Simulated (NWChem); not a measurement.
The numbers come from NWChem runs, not from measurements. System: H₃BN, charge 1, spin multiplicity 1, at the geometry of a parent with another charge or spin, in a state set for the comparison that need not be this species' ground state. Level: PBE/def2-TZVP.

Input file:

```
start mol
memory heap 200 mb stack 900 mb global 1100 mb
charge 1
geometry units angstroms nocenter noautoz
  B      0.686454    -0.102376     0.000000
  N     -0.630132     0.097522     0.000000
  H      1.461693     0.840100     0.000000
  H      1.143952    -1.234422     0.000000
  H     -1.626991     0.223550     0.000000
  symmetry group Cs
end
basis spherical
  * library def2-tzvp
end
dft
  xc xpbe96 cpbe96
  semidirect memsize 60000000 filesize 0
  iterations 100
end
task dft energy
```

Part of the output:

```
             Northwest Computational Chemistry Package (NWChem) 7.3.0
             --------------------------------------------------------

                                NWChem Input Module
                                -------------------

 Scaling coordinates for geometry "geometry" by  1.889725989
 (inverse scale =  0.529177249)

 Turning off AUTOSYM since
 SYMMETRY directive was detected!

                             Geometry "geometry" -> ""
                             -------------------------

 Output coordinates in angstroms (scale by  1.889725989 to convert to a.u.)

  No.       Tag          Charge          X              Y              Z
 ---- ---------------- ---------- -------------- -------------- --------------
    1 B                    5.0000     0.68645400    -0.10237600     0.00000000
    2 N                    7.0000    -0.63013200     0.09752200     0.00000000
    3 H                    1.0000     1.46169300     0.84010000     0.00000000
    4 H                    1.0000     1.14395200    -1.23442200     0.00000000
    5 H                    1.0000    -1.62699100     0.22355000     0.00000000

 Effective nuclear repulsion energy (a.u.)      26.9901164708

            Nuclear Dipole moment (a.u.)
            ----------------------------
        X                 Y               Z
 ---------------- ---------------- ----------------
     0.0000000000     0.0000037795     0.0000000000

      Symmetry information
      --------------------

 Group name             Cs
 Group number              2
 Group order               2
 No. of unique centers     5

      Symmetry unique atoms

     1    2    3    4    5


 Summary of "ao basis" -> "" (spherical)
 ------------------------------------------------------------------------------
       Tag                 Description            Shells   Functions and Types
 ---------------- ------------------------------  ------  ---------------------
 *                         def2-tzvp                  on all atoms

  pbe96 is a nonlocal functional; adding pw91lda local functional.

                                 NWChem DFT Module
                                 -----------------

 Summary of "ao basis" -> "ao basis" (spherical)
 ------------------------------------------------------------------------------
       Tag                 Description            Shells   Functions and Types
 ---------------- ------------------------------  ------  ---------------------
 B                         def2-tzvp                11       31   5s3p2d1f
 N                         def2-tzvp                11       31   5s3p2d1f
 H                         def2-tzvp                 4        6   3s1p

 Summary of "ao basis" -> "ao basis" (spherical)
 ------------------------------------------------------------------------------
       Tag                 Description            Shells   Functions and Types
 ---------------- ------------------------------  ------  ---------------------
 B                         def2-tzvp                11       31   5s3p2d1f
 N                         def2-tzvp                11       31   5s3p2d1f
 H                         def2-tzvp                 4        6   3s1p

      Symmetry analysis of basis
      --------------------------

        a'         57
        a"         23

            General Information
            -------------------
          SCF calculation type: DFT
          Wavefunction type:  closed shell.
          No. of atoms     :     5
          No. of electrons :    14
           Alpha electrons :     7
            Beta electrons :     7
          Charge           :     1
          Spin multiplicity:     1
          Use of symmetry is: on ; symmetry adaption is: on
          Maximum number of iterations: 100
          AO basis - number of functions:    80
                     number of shells:    34
          Convergence on energy requested:  1.00D-06
          Convergence on density requested:  1.00D-05
          Convergence on gradient requested:  5.00D-04

              XC Information
              --------------
          PerdewBurkeErnzerhof Exchange Functional  1.000
            Perdew 1991 LDA Correlation Functional  1.000 local
           PerdewBurkeErnz. Correlation Functional  1.000 non-local

             Grid Information
             ----------------
          Grid used for XC integration:  medium
          Radial quadrature: Mura-Knowles
          Angular quadrature: Lebedev.
          Tag              B.-S. Rad. Rad. Pts. Rad. Cut. Ang. Pts.
          ---              ---------- --------- --------- ---------
          B                   0.85       49           9.0       434
          N                   0.65       49           8.0       434
          H                   0.35       45          10.0       434
          Grid pruning is: on
          Number of quadrature shells:   233
          Spatial weights used:  Erf1

          Convergence Information
          -----------------------
          Convergence aids based upon iterative change in
          total energy or number of iterations.
          Levelshifting, if invoked, occurs when the
          HOMO/LUMO gap drops below (HL_TOL):  1.00D-02
          DIIS, if invoked, will attempt to extrapolate
          using up to (NFOCK): 10 stored Fock matrices.

                    Damping( 0%)  Levelshifting(0.5)       DIIS
                  --------------- ------------------- ---------------
          dE  on:    start            ASAP                start
          dE off:    2 iters        100 iters           100 iters

      Screening Tolerance Information
      -------------------------------
          Density screening/tol_rho:  1.00D-10
          AO Gaussian exp screening on grid/accAOfunc:  14
          CD Gaussian exp screening on grid/accCDfunc:  20
          XC Gaussian exp screening on grid/accXCfunc:  20
          Schwarz screening/accCoul:  1.00D-08

      Superposition of Atomic Density Guess
      -------------------------------------

 Sum of atomic energies:         -80.34569227

 Renormalizing density from      15.00 to     14

      Non-variational initial energy
      ------------------------------

 Total energy =     -77.071385
 1-e energy   =    -149.712264
 2-e energy   =      45.650763
 HOMO         =      -0.852095
 LUMO         =      -0.644525

      Symmetry analysis of molecular orbitals - initial
      -------------------------------------------------

  Numbering of irreducible representations:

     1 a'          2 a"

  Orbital symmetries:

     1 a'          2 a'          3 a'          4 a'          5 a'
     6 a'          7 a"          8 a'          9 a"         10 a'
    11 a'         12 a'         13 a'         14 a'         15 a"
    16 a'         17 a'

------------------------------------------------------------
EAF file 0: "./mol.aoints.0" size=524288 bytes
------------------------------------------------------------
               write      read    awrite     aread      wait
               -----      ----    ------     -----      ----
     calls:        1         0         0         0         0
   data(b): 5.24e+05  0.00e+00  0.00e+00  0.00e+00
   time(s): 0.00e+00  0.00e+00  0.00e+00  0.00e+00  0.00e+00
rate(mb/s): 0.00e+00  0.00e+00
------------------------------------------------------------

   convergence    iter        energy       DeltaE   RMS-Dens  Diis-err    time
 ---------------- ----- ----------------- --------- --------- ---------  ------
 d= 0,ls=0.0,diis     1    -80.5448839695 -1.08D+02  2.61D-02  2.96D+00     1.1
 d= 0,ls=0.0,diis     2    -78.6481765569  1.90D+00  1.95D-02  1.09D+01     1.3
 d= 0,ls=0.0,diis     3    -80.7644813158 -2.12D+00  5.31D-03  9.09D-01     1.5
 d= 0,ls=0.0,diis     4    -80.8857020105 -1.21D-01  1.76D-03  6.20D-02     1.7
 d= 0,ls=0.0,diis     5    -80.8943933775 -8.69D-03  3.50D-04  2.72D-03     2.0
  Resetting Diis
 d= 0,ls=0.0,diis     6    -80.8948255253 -4.32D-04  2.78D-05  1.03D-05     2.2
 d= 0,ls=0.0,diis     7    -80.8948270292 -1.50D-06  1.98D-05  1.12D-06     2.4
 d= 0,ls=0.0,diis     8    -80.8948265368  4.92D-07  1.35D-05  3.28D-06     2.6
 d= 0,ls=0.0,diis     9    -80.8948271617 -6.25D-07  4.74D-06  9.93D-07     2.8

         Total DFT energy =      -80.894827161673
      One electron energy =     -157.471202546260
           Coulomb energy =       61.136584923351
    Exchange-Corr. energy =      -11.550326009568
 Nuclear repulsion energy =       26.990116470803

 Numeric. integr. density =       14.000001206888

     Total iterative time =      2.5s

                  Occupations of the irreducible representations
                  ----------------------------------------------

                     irrep           alpha         beta
                     --------     --------     --------
                     a'                6.0          6.0
                     a"                1.0          1.0

                       DFT Final Molecular Orbital Analysis
                       ------------------------------------

 Vector    5  Occ=2.000000D+00  E=-6.863638D-01  Symmetry=a'
              MO Center=  9.9D-01, -1.7D-01,  9.1D-16, r^2= 1.5D+00
   Bfn.  Coefficient  Atom+Function         Bfn.  Coefficient  Atom+Function
  ----- ------------  ---------------      ----- ------------  ---------------
     6      0.272717  1 B  px                70      0.188496  4 H  s
     3      0.183977  1 B  s                  4      0.181885  1 B  s
    64      0.181842  3 H  s                  9      0.174882  1 B  px
    37     -0.168794  2 N  px                69      0.133701  4 H  s
    63      0.129285  3 H  s                  2     -0.105115  1 B  s

 Vector    6  Occ=2.000000D+00  E=-6.552549D-01  Symmetry=a'
              MO Center=  4.3D-01, -4.3D-02, -2.4D-16, r^2= 1.7D+00
   Bfn.  Coefficient  Atom+Function         Bfn.  Coefficient  Atom+Function
  ----- ------------  ---------------      ----- ------------  ---------------
     7      0.289586  1 B  py                38      0.258892  2 N  py
    41      0.225279  2 N  py                10      0.177861  1 B  py
    64      0.177536  3 H  s                 70     -0.170075  4 H  s
    63      0.120213  3 H  s                 69     -0.115017  4 H  s
    44      0.100331  2 N  py                 6      0.051813  1 B  px

 Vector    7  Occ=2.000000D+00  E=-5.770125D-01  Symmetry=a"
              MO Center= -4.0D-01,  6.3D-02, -4.8D-16, r^2= 1.0D+00
   Bfn.  Coefficient  Atom+Function         Bfn.  Coefficient  Atom+Function
  ----- ------------  ---------------      ----- ------------  ---------------
    39      0.423585  2 N  pz                42      0.366829  2 N  pz
    45      0.208751  2 N  pz                 8      0.203381  1 B  pz
    11      0.136067  1 B  pz

 Vector    8  Occ=0.000000D+00  E=-5.173187D-01  Symmetry=a'
              MO Center=  7.0D-02, -7.9D-03, -9.2D-17, r^2= 2.0D+00
   Bfn.  Coefficient  Atom+Function         Bfn.  Coefficient  Atom+Function
  ----- ------------  ---------------      ----- ------------  ---------------
    38      0.392632  2 N  py                41      0.348564  2 N  py
    44      0.232987  2 N  py                70      0.195216  4 H  s
    64     -0.193002  3 H  s                  7     -0.136946  1 B  py
    69      0.120387  4 H  s                 63     -0.119419  3 H  s
    65     -0.112831  3 H  s                 71      0.113092  4 H  s

 Vector    9  Occ=0.000000D+00  E=-3.077951D-01  Symmetry=a"
              MO Center=  5.7D-01, -8.5D-02,  2.9D-16, r^2= 1.9D+00
   Bfn.  Coefficient  Atom+Function         Bfn.  Coefficient  Atom+Function
  ----- ------------  ---------------      ----- ------------  ---------------
    11      0.522830  1 B  pz                 8      0.416378  1 B  pz
    45     -0.296826  2 N  pz                14      0.276852  1 B  pz
    39     -0.248604  2 N  pz                42     -0.216503  2 N  pz
    23     -0.037433  1 B  d  1              54     -0.032580  2 N  d  1

 Vector   10  Occ=0.000000D+00  E=-1.970694D-01  Symmetry=a'
              MO Center= -1.5D+00,  2.0D-01,  1.2D-15, r^2= 3.2D+00
   Bfn.  Coefficient  Atom+Function         Bfn.  Coefficient  Atom+Function
  ----- ------------  ---------------      ----- ------------  ---------------
    36      1.244864  2 N  s                 77     -1.247847  5 H  s
     5     -0.434063  1 B  s                 76     -0.361277  5 H  s
    12      0.349627  1 B  px                43     -0.304903  2 N  px
    35      0.301430  2 N  s                 34      0.234319  2 N  s
     9      0.147986  1 B  px                37     -0.139665  2 N  px

 center of mass
 --------------
 x =  -0.01887887 y =   0.00447629 z =   0.00000000

 moments of inertia (a.u.)
 ------------------
           9.091158461479           7.805262438874           0.000000000000
           7.805262438874          60.297745952045           0.000000000000
           0.000000000000           0.000000000000          69.388904413525

     Multipole analysis of the density
     ---------------------------------

     L   x y z        total         alpha         beta         nuclear
     -   - - -        -----         -----         ----         -------
     0   0 0 0      1.000000     -7.000000     -7.000000     15.000000

     1   1 0 0      0.143170      0.071585      0.071585      0.000000
     1   0 1 0     -0.036006     -0.018005     -0.018005      0.000004
     1   0 0 1     -0.000000     -0.000000     -0.000000      0.000000

     2   2 0 0     -1.182552    -20.638931    -20.638931     40.095311
     2   1 1 0     -0.706649      2.020378      2.020378     -4.747406
     2   1 0 1      0.000000      0.000000      0.000000      0.000000
     2   0 2 0     -6.014988     -7.290126     -7.290126      8.565263
     2   0 1 1     -0.000000     -0.000000     -0.000000      0.000000
     2   0 0 2     -8.744290     -4.372145     -4.372145      0.000000

 Task  times  cpu:        2.8s     wall:        2.8s

 Total times  cpu:        2.8s     wall:        2.8s
```
